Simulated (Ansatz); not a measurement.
Cost and result up the ladder for 1-ethyl-3-methylimidazolium hexafluorophosphate, `CCn1cc[n+](C)c1.F[P-](F)(F)(F)(F)F` (26 atoms). Charge 0, multiplicity 1. Geometry: r2SCAN-D4/def2-SVP.

```
atom   x (Å)   y (Å)   z (Å)
  C1   2.444   1.173   0.463
  C2   1.724   0.339   1.511
  N3   0.263   0.452   1.377
  C4  -0.470   1.616   1.494
  C5  -1.747   1.323   1.101
  N6  -1.768  -0.014   0.760
  C7  -2.849  -0.695   0.059
  C8  -0.538  -0.513   0.920
  H9   3.528   1.024   0.573
 H10   2.237   2.247   0.585
 H11   2.147   0.856  -0.545
 H12   1.962  -0.724   1.382
 H13   1.988   0.639   2.538
 H14  -0.030   2.545   1.848
 H15  -2.634   1.948   1.039
 H16  -3.806  -0.266   0.381
 H17  -2.819  -1.765   0.297
 H18  -2.697  -0.575  -1.023
 H19  -0.222  -1.509   0.616
 F20   1.392  -1.421  -0.866
 P21   0.481  -1.166  -2.238
 F22  -0.101   0.224  -1.528
 F23  -0.752  -1.992  -1.491
 F24   1.697  -0.309  -2.874
 F25  -0.467  -0.895  -3.516
 F26   1.038  -2.540  -2.863
```

Ansatz on 4 threads of Intel Xeon 6975P-C on a shared host. Times are rough, and most runs start from the orbitals of an earlier one. PBE0-D4/def2-TZVP serves as the yardstick here, not as an exact answer. Differences are given only for rows in sets of like size (and for xTB, whose basis is part of the method), since another set adds its own error. Binding counts from free atoms at the same level (C triplet, N quartet, H doublet, F doublet, P quartet; other spins of the atoms weren't run), without zero-point energy or a counterpoise term.

Correlated methods freeze 19 core orbitals. The rows differ in basis, and correlated rows in double-zeta sets carry the largest basis error.

Correlated methods converge slowly with the basis, most of all in double-zeta sets.

| level | functions | wall time | binding energy per atom (eV) | difference from PBE0-D4/def2-TZVP (eV) |
| --- | --- | --- | --- | --- |
| HF/STO-3G | 90 | 0.75 s | 2.85 | – |
| PBE-D4/def2-SVP | 269 | 3.1 s | 4.45 | – |
| PBE0-D4/def2-SVP | 269 | 6.5 s | 4.32 | – |
| MP2/def2-SVP | 269 | 7 s | 4.14 | – |
| PBE-D4/def2-TZVP (with forces) | 537 | 9 s | 4.41 | 0.12 |
| r2SCAN-D4/def2-TZVP | 537 | 12 s | 4.29 | 0.00 |
| PBE0-D4/def2-TZVP (with forces) | 537 | 31 s | 4.29 | 0.00 |
